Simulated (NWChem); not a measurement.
System: PbClF, singlet; SMILES [F][Pb][Cl]

NWChem input:

```
start job
memory heap 200 mb stack 900 mb global 1100 mb
geometry units angstroms noautoz
  Pb    -0.257064     0.337888     0.000000
  F      1.648011     1.108400     0.000000
  Cl     0.327919    -2.073686     0.000000
end
basis spherical
  * library def2-svpd
end
ecp
  Pb library def2-ecp
end
dft
  xc bhlyp
  iterations 150
  vectors input atomic output neutral.movecs
end
task dft energy
charge 1
dft
  odft
  mult 2
  vectors input atomic output cation.movecs
end
task dft energy
charge -1
dft
  odft
  mult 2
  vectors input atomic output anion.movecs
end
task dft energy
```

Parts of the log:

```
             Northwest Computational Chemistry Package (NWChem) 7.3.0
             --------------------------------------------------------

 CS  symmetry detected

                             Geometry "geometry" -> ""
                             -------------------------

 Output coordinates in angstroms (scale by  1.889725989 to convert to a.u.)

  No.       Tag          Charge          X              Y              Z
 ---- ---------------- ---------- -------------- -------------- --------------
    1 Pb                  82.0000    -0.23481395     0.32749442     0.00000000
    2 F                    9.0000     1.70627965     1.00214628     0.00000000
    3 Cl                  17.0000     0.22930745    -2.11022698     0.00000000

 Effective nuclear repulsion energy (a.u.)     510.8102748164

      Symmetry information
      --------------------

 Group name             Cs
 Group number              2
 Group order               2
 No. of unique centers     3

                                 NWChem DFT Module
                                 -----------------

 Summary of "ao basis" -> "ao basis" (spherical)
 ------------------------------------------------------------------------------
       Tag                 Description            Shells   Functions and Types
 ---------------- ------------------------------  ------  ---------------------
 Pb                        def2-svpd                12       32   5s4p3d
 F                         def2-svpd                 9       23   4s3p2d
 Cl                        def2-svpd                11       27   5s4p2d

      Symmetry analysis of basis
      --------------------------

        a'         57
        a"         25

            General Information
            -------------------
          SCF calculation type: DFT
          Wavefunction type:  closed shell.
          No. of atoms     :     3
          No. of electrons :    48
           Alpha electrons :    24
            Beta electrons :    24
          Charge           :     0
          Spin multiplicity:     1
          Use of symmetry is: on ; symmetry adaption is: on
          Maximum number of iterations: 150
          AO basis - number of functions:    82
                     number of shells:    32
          Convergence on energy requested:  1.00D-06
          Convergence on density requested:  1.00D-05
          Convergence on gradient requested:  5.00D-04

              XC Information
              --------------
                        BHLYP Method XC Functional
                     Hartree-Fock (Exact) Exchange  0.500
                        Slater Exchange Functional  0.500 local
                    Becke 1988 Exchange Functional  0.500 non-local
              Lee-Yang-Parr Correlation Functional  1.000

             Grid Information
             ----------------
          Grid used for XC integration:  medium
          Radial quadrature: Mura-Knowles
          Angular quadrature: Lebedev.
          Tag              B.-S. Rad. Rad. Pts. Rad. Cut. Ang. Pts.
          ---              ---------- --------- --------- ---------
          Pb                  1.80      123          12.0       590
          F                   0.50       49          12.0       434
          Cl                  1.00       88          12.0       590
          Grid pruning is: on
          Number of quadrature shells:   260
          Spatial weights used:  Erf1

      Superposition of Atomic Density Guess
      -------------------------------------

 Sum of atomic energies:        -777.98666518

      Non-variational initial energy
      ------------------------------

 Total energy =    -750.308074
 1-e energy   =   -1417.349222
 2-e energy   =     512.798170
 HOMO         =      -0.360512
 LUMO         =      -0.047200

      Symmetry analysis of molecular orbitals - initial
      -------------------------------------------------

  Numbering of irreducible representations:

     1 a'          2 a"

  Orbital symmetries:

     1 a'          2 a'          3 a'          4 a'          5 a'
     6 a"          7 a'          8 a'          9 a'         10 a"
    11 a'         12 a'         13 a'         14 a'         15 a"
    16 a"         17 a'         18 a'         19 a'         20 a"
    21 a'         22 a"         23 a'         24 a'         25 a"
    26 a'         27 a'         28 a'         29 a'         30 a'
    31 a"         32 a'         33 a"         34 a"

   convergence    iter        energy       DeltaE   RMS-Dens  Diis-err
 ---------------- ----- ----------------- --------- --------- ---------
 d= 0,ls=0.0,diis     1   -752.5383987882 -9.07D+02  1.98D-02  7.37D-01
 d= 0,ls=0.0,diis     2   -752.4146307282  1.24D-01  8.92D-03  2.34D+00
 d= 0,ls=0.0,diis     3   -752.6380370739 -2.23D-01  1.80D-03  1.37D-02
 d= 0,ls=0.0,diis     4   -752.6395539152 -1.52D-03  7.28D-04  4.21D-03
 d= 0,ls=0.0,diis     5   -752.6401275188 -5.74D-04  9.11D-05  2.35D-05
  Resetting Diis
 d= 0,ls=0.0,diis     6   -752.6401317607 -4.24D-06  3.04D-05  2.44D-06
 d= 0,ls=0.0,diis     7   -752.6401324008 -6.40D-07  8.55D-06  1.68D-07

         Total DFT energy =     -752.640132400802
      One electron energy =    -1419.163449325061
           Coulomb energy =      566.945230969311
    Exchange-Corr. energy =      -54.664891450475
 Nuclear repulsion energy =      154.242977405422

 Numeric. integr. density =       48.000004899207

                  Occupations of the irreducible representations
                  ----------------------------------------------

                     irrep           alpha         beta
                     --------     --------     --------
                     a'               18.0         18.0
                     a"                6.0          6.0

                       DFT Final Molecular Orbital Analysis
                       ------------------------------------

 Vector   22  Occ=2.000000D+00  E=-3.696177D-01  Symmetry=a"
              MO Center=  2.1D-01, -2.0D+00,  2.0D-16, r^2= 1.5D+00
   Bfn.  Coefficient  Atom+Function         Bfn.  Coefficient  Atom+Function
  ----- ------------  ---------------      ----- ------------  ---------------
    69      0.599442  3 Cl pz                66      0.455507  3 Cl pz
    63      0.263741  3 Cl pz                72      0.104384  3 Cl pz
    14      0.099505  1 Pb pz                39      0.066286  2 F  pz
    19      0.065895  1 Pb d -1              42     -0.046708  2 F  pz
    79      0.035700  3 Cl d -1              11     -0.034774  1 Pb pz

 Vector   23  Occ=2.000000D+00  E=-3.683088D-01  Symmetry=a'
              MO Center=  1.4D-01, -1.7D+00,  2.4D-15, r^2= 2.3D+00
   Bfn.  Coefficient  Atom+Function         Bfn.  Coefficient  Atom+Function
  ----- ------------  ---------------      ----- ------------  ---------------
    67      0.437075  3 Cl px                68      0.378421  3 Cl py
    64      0.336627  3 Cl px                65      0.282670  3 Cl py
    61      0.193980  3 Cl px                62      0.164561  3 Cl py
     3     -0.163495  1 Pb s                  4     -0.150728  1 Pb s
    12      0.125303  1 Pb px                 1      0.116723  1 Pb s

 Vector   24  Occ=2.000000D+00  E=-3.558166D-01  Symmetry=a'
              MO Center=  1.4D-01, -1.0D+00,  5.2D-18, r^2= 3.8D+00
   Bfn.  Coefficient  Atom+Function         Bfn.  Coefficient  Atom+Function
  ----- ------------  ---------------      ----- ------------  ---------------
    67      0.407092  3 Cl px                 3      0.361992  1 Pb s
    68     -0.318282  3 Cl py                 4      0.315290  1 Pb s
    64      0.306337  3 Cl px                 1     -0.251280  1 Pb s
    65     -0.231642  3 Cl py                37     -0.218650  2 F  px
    61      0.177021  3 Cl px                13      0.173295  1 Pb py

 Vector   25  Occ=0.000000D+00  E=-9.222405D-02  Symmetry=a"
              MO Center= -3.4D-01,  3.2D-01,  1.4D-14, r^2= 3.8D+00
   Bfn.  Coefficient  Atom+Function         Bfn.  Coefficient  Atom+Function
  ----- ------------  ---------------      ----- ------------  ---------------
    17      0.651486  1 Pb pz                14      0.541100  1 Pb pz
    11     -0.189689  1 Pb pz                 8     -0.184534  1 Pb pz
    69     -0.185164  3 Cl pz                39      0.131889  2 F  pz
    66     -0.117151  3 Cl pz                42     -0.105061  2 F  pz
    45     -0.088249  2 F  pz                63     -0.066766  3 Cl pz

 Vector   26  Occ=0.000000D+00  E=-1.861881D-02  Symmetry=a'
              MO Center= -6.5D-01,  8.0D-01, -2.1D-15, r^2= 6.2D+00
   Bfn.  Coefficient  Atom+Function         Bfn.  Coefficient  Atom+Function
  ----- ------------  ---------------      ----- ------------  ---------------
     5      0.950683  1 Pb s                 60     -0.664969  3 Cl s
     4     -0.624639  1 Pb s                 13      0.384718  1 Pb py
    59      0.338909  3 Cl s                  3     -0.304740  1 Pb s
    68      0.293308  3 Cl py                16      0.281011  1 Pb py
    28     -0.270568  1 Pb d -2              15     -0.262610  1 Pb px

 Vector   27  Occ=0.000000D+00  E=-1.283042D-02  Symmetry=a'
              MO Center= -7.9D-01,  3.8D-01,  1.3D-15, r^2= 5.2D+00
   Bfn.  Coefficient  Atom+Function         Bfn.  Coefficient  Atom+Function
  ----- ------------  ---------------      ----- ------------  ---------------
    15      0.878121  1 Pb px                 4      0.717524  1 Pb s
    36     -0.506932  2 F  s                 16      0.432410  1 Pb py
    12      0.391110  1 Pb px                43      0.384247  2 F  px
    32     -0.246102  1 Pb d  2               5     -0.232292  1 Pb s
    13      0.202819  1 Pb py                40      0.188317  2 F  px

     Multipole analysis of the density
     ---------------------------------

[...]
```

Level: BHandHLYP/def2-SVPD with def2 effective core potentials on Pb, vertical spin-unrestricted ions. Low-valent species are run as closed-shell singlets; no triplet was tried in these runs. Coordinates come from a PBE0/def2-SVP optimisation. def2 effective core potentials on Pb; no spin-orbit coupling.
